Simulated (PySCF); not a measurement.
Start geometry of 4-chlorobenzaldehyde (`O=Cc1ccc(Cl)cc1`) from GFN2-xTB (Å):
```
atom  x, y, z in Å
O1     3.2003    0.3595   -0.2692
C2     2.3436   -0.4515   -0.0277
C3     0.9013   -0.1791   -0.0100
C4     0.4339    1.1071   -0.2874
C5    -0.9179    1.3801   -0.2757
C6    -1.8132    0.3586    0.0163
Cl7   -3.5043    0.6895    0.0338
C8    -1.3671   -0.9273    0.2949
C9    -0.0124   -1.1916    0.2809
H10    2.6011   -1.5039    0.2065
H11    1.1540    1.8799   -0.5105
H12   -1.2838    2.3720   -0.4895
H13   -2.0799   -1.7054    0.5188
H14    0.3437   -2.1883    0.4966
```

Problem. What comes out of this run: PBE0-D3(BJ)/def2-SVP geometry optimisation, gas phase (PySCF)?

Solution. 
```
atom  x, y, z in Å
O1     2.9417    0.2519   -0.1941
C2     2.0914   -0.5688    0.0418
C3     0.6400   -0.2875    0.0520
C4     0.1765    1.0047   -0.2279
C5    -1.1831    1.2789   -0.2203
C6    -2.0840    0.2490    0.0708
Cl7   -3.7781    0.5847    0.0825
C8    -1.6413   -1.0443    0.3522
C9    -0.2752   -1.3043    0.3405
H10    2.3599   -1.6313    0.2754
H11    0.9108    1.7821   -0.4503
H12   -1.5609    2.2792   -0.4363
H13   -2.3665   -1.8276    0.5760
H14    0.0881   -2.3125    0.5589
```

The energy falls by 0.63 kcal/mol over 5 energy and gradient evaluations, the largest force component goes from 0.0092 to 3.8e-04 Eh/bohr, and the atoms move by 0.016 Å rms after alignment. Among the bonds, C4–H11 and C9–H14 change most and about equally (+0.013 to +0.014 Å). Bonds longer at the end by more than 0.005 Å: 10 of 14; shorter: 0. Rotational constants go from 5115, 697.4, 613.8 to 5055, 693.2, 609.6 MHz. The orientation of the end geometry is arbitrary; only internal coordinates are fixed.

The run used 155 basis functions and 39 SCF cycles in all. Hardware: Arm Neoverse V1, one thread, no GPU, shared host with 32 logical CPUs at a one-minute load of 24. Cost: 63 s of wall time, 0.75 GiB resident at most.

Not checked by PBE0-D3(BJ)/def2-SVP frequencies. One conformer, not necessarily the lowest.
